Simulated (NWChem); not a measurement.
System: Ge$_{2}$H$_{6}$O; SMILES [GeH3][O][GeH3]

Program: NWChem. Pople sets run with spherical d functions. Medium grid unless said otherwise, to which SCAN and Minnesota functionals are sensitive. All runs use the structure optimised with B3LYP/6-31G* (spherical d). Total energies of different functionals are on different scales.

```json
[
 {"level": "B3LYP/6-31G*", "energy (Ha)": "-4232.3619", "highest occupied level (eV)": "-7.68", "orbital gap (eV)": "7.28", "dipole (D)": "1.16"},
 {"level": "PBE/6-31G*", "energy (Ha)": "-4231.5401", "highest occupied level (eV)": "-6.41", "orbital gap (eV)": "5.35", "dipole (D)": "1.07"},
 {"level": "MPW1K/6-31G*", "energy (Ha)": "-4232.5168", "highest occupied level (eV)": "-9.12", "orbital gap (eV)": "9.53", "dipole (D)": "1.26"},
 {"level": "LDA (Slater exchange, PW92)/6-31G*", "energy (Ha)": "-4225.3450", "highest occupied level (eV)": "-6.46", "orbital gap (eV)": "5.18", "dipole (D)": "1.14"},
 {"level": "CAM-B3LYP/6-31G*", "energy (Ha)": "-4232.4787", "highest occupied level (eV)": "[?]", "orbital gap (eV)": "[?]", "dipole (D)": "1.22"},
 {"level": "BP86/6-31G*", "energy (Ha)": "-4232.8055", "highest occupied level (eV)": "-6.53", "orbital gap (eV)": "5.41", "dipole (D)": "1.07"},
 {"level": "TPSSh/6-31G*", "energy (Ha)": "-4232.2099", "highest occupied level (eV)": "-7.23", "orbital gap (eV)": "6.64", "dipole (D)": "1.11"},
 {"level": "LRC-wPBEh/6-31G*", "energy (Ha)": "-4231.6728", "highest occupied level (eV)": "-9.80", "orbital gap (eV)": "11.27", "dipole (D)": "1.19"},
 {"level": "MN15-L/6-31G*", "energy (Ha)": "-4232.2411", "highest occupied level (eV)": "-7.22", "orbital gap (eV)": "6.43", "dipole (D)": "1.04"}
]
```

Some entries are withheld; supply them.


- CAM-B3LYP/6-31G*, highest occupied level (eV): -9.30
- CAM-B3LYP/6-31G*, orbital gap (eV): 10.14
